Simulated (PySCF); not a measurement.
Level of theory: PySCF with PBE-D3(BJ)/def2-TZVP // B3LYP-D3(BJ)/def2-TZVP. Isolated molecules, 0 K electronic values unless said otherwise. One relaxed conformer stands for a flexible species; it need not be the lowest. 

Reference species (SMILES): `C(=C)(B)C=C` (neutral, multiplicity 1).

```yaml
HOMO: -6.15 eV
HOMO–LUMO gap: 3.10 eV
```

Changed species: `B/C=C/C=C`.

Problem. Give the shifts of the HOMO and HOMO–LUMO gap.

Solution. the HOMO falls by 0.33 eV, to -6.48 eV; the HOMO–LUMO gap rises by 0.11 eV, to 3.21 eV.
